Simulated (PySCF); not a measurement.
C₅H₇FN₂.
Atom-mapped SMILES: `[CH3:1][CH2:2][n:3]1[cH:4][cH:5][c:6]([F:7])[n:8]1`

Structure used (GFN2-xTB), in Å, numbered top down from 1:
```xyz
15
C5H7FN2 angstrom
C     -2.0317    0.7040   -0.1246
C     -1.2353   -0.5809   -0.3402
N      0.1732   -0.3621   -0.1452
C      0.8749   -0.4604    0.9990
C      2.1741   -0.0989    0.7208
C      2.1329    0.2114   -0.6439
F      3.1529    0.6207   -1.3923
N      0.9311    0.0536   -1.1569
H     -1.7028    1.4640   -0.8283
H     -3.0902    0.5150   -0.2797
H     -1.8870    1.0780    0.8863
H     -1.3702   -0.9339   -1.3647
H     -1.5637   -1.3564    0.3566
H      0.4203   -0.7813    1.9144
H      3.0171   -0.0646    1.3768
```

Probes without a nucleus sit at each ring's centroid and 1 Å off its mean plane on both sides; NICS is minus the shielding there, NICSzz its component along the normal. Level: GIAO PBE0/pcSseg-1 (PySCF, non-relativistic, gas phase) on the GFN2-xTB geometry, one conformer.

Ring bond lengths (Å), with Mayer bond orders in brackets: N3–C4 1.346 (1.15), C4–C5 1.377 (1.41), C5–C6 1.400 (1.36), C6–N8 1.316 (1.53), N8–N3 1.331 (1.16).

What do the NICS probes read (ppm)?

```json
{"ring": "N3–C4–C5–C6–N8", "type": "5-membered ring with 2 N; formal bonds all aromatic", "NICS(0)": "-14.6", "NICS(1), two faces": "-11.1 / -11.1", "NICS(1)zz, two faces": "-27.2 / -28.4", "rms pucker (Å)": "0.00", "centre to ring atoms, mean (Å)": "1.15"}
```

What do they say, and how far can they be read as aromaticity?

- N3–C4–C5–C6–N8: mean NICS(1)zz -27.8 ppm, shielded, aromatic by this magnetic criterion (flat ring, no four-coordinate atom).

How equal are the bonds by HOMA? HOMA = 1 − mean of α(R − Ropt)² over the ring bonds, with Krygowski's 1993 parameters (CC: Ropt 1.388 Å, α 257.7 Å⁻²; CN: Ropt 1.334 Å, α 93.52 Å⁻²; NN: Ropt 1.309 Å, α 130.33 Å⁻²).

- N3–C4–C5–C6–N8: HOMA 0.97; the largest term is that of N8–N3, α(R − Ropt)² = 0.06. The geometric and the magnetic index point the same way.

List the ring angles and the Hirshfeld charges of the ring atoms.

- N3–C4–C5–C6–N8: N3 111.9° (+0.046 e), C4 107.5° (-0.018 e), C5 103.1° (-0.118 e), C6 112.3° (+0.100 e), N8 105.1° (-0.169 e); sum 540.0° against 540° for a flat convex ring.

How shielded are the nuclei of the rings and their hydrogens (means over atoms taken as equivalent)?

| atoms | environment | σ isotropic (ppm) | principal values of the symmetric part, first atom (ppm) |
| --- | --- | --- | --- |
| N3 | pyrrole-type nitrogen | 48.0 | -49.0, 53.8, 139.1 |
| C4 | aromatic CH next to a ring nitrogen | 55.2 | -14.5, 48.2, 132.0 |
| C5 | aromatic CH carbon | 90.2 | 32.6, 78.2, 159.9 |
| C6 | aromatic C–F carbon | 14.0 | -54.4, 37.0, 59.5 |
| N8 | pyridine-type nitrogen | -43.4 | -249.4, -32.7, 152.0 |
| H14 | aromatic hydrogen | 24.57 | 21.8, 24.6, 27.2 |
| H15 | aromatic hydrogen | 25.82 | 23.1, 26.1, 28.3 |
